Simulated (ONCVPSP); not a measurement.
# Configuration tests for Ge (ONCV)

- Element: Ge (Z = 32)
- Generator: ONCVPSP 4.0.1
- Type: optimised norm-conserving Vanderbilt (ONCV)
- Functional: PBE
- Relativity: scalar-relativistic
- Frozen core: [Ar] 3d10
- Valence charge: 4
- Reference configuration: 4s2 4p2
- Partial waves: 4s: rc 1.50 bohr, ncon 3, nbas 7, qcut 4.7 1/bohr, 3 projectors, debl 0.8 Ha; 4p: rc 1.60 bohr, ncon 4, nbas 7, qcut 4.3 1/bohr, 1 projector; d scattering state at 0.37 Ha: rc 1.55 bohr, ncon 4, nbas 8, qcut 6.9 1/bohr, 2 projectors, debl 2.5 Ha
- Local potential: polynomial inside 1.40 bohr (lpopt 3, dvloc0 0 Ha)
- Core correction: none

Energies are relative to the spin-unpolarised reference configuration 4s2 4p2; without spin polarisation the order of configurations can differ from experiment.

```csv
valence configuration,charge,ΔE all-electron (eV),error AE − PS (meV)
4s2 4p0,+2,22.883,-11
4s1 4p3,0,7.972,+11
```

(1) What are ΔE and the potential's error for 4s1 4p0?

(2) What are ΔE and the potential's error for 4s2 4p1?

Note: ghosts flagged at negative energy: s at -149.5 eV, d at -17.3 eV; GHOST(+) flags only above 600 eV. A true bound ghost makes a file unfit for plane-wave use.

## Answers

(1) ΔE = 57.675 eV all-electron; the error (AE − PS) is +73 meV.

(2) ΔE = 7.444 eV all-electron; the error (AE − PS) is -2.6 meV.
